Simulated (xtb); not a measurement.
Harmonic IR lines of one isomer of C5H4O, unscaled. Computed with GFN2-xTB (xtb).

```tsv
wavenumber (cm⁻¹)	relative intensity
528	4.6
534	45
760	12
859	22
987	100
1096	17
1285	74
1696	5.8
1736	39
2997	25
3004	52
3167	17
```

Question: Which structure gives these lines?
(A) `CC1=CC1=C=O`
(B) `C#COC#CC`
(C) `c1occ2c1C2`
(D) `C#CC1=C[C@@H]1O`

Answer: C, `c1occ2c1C2`
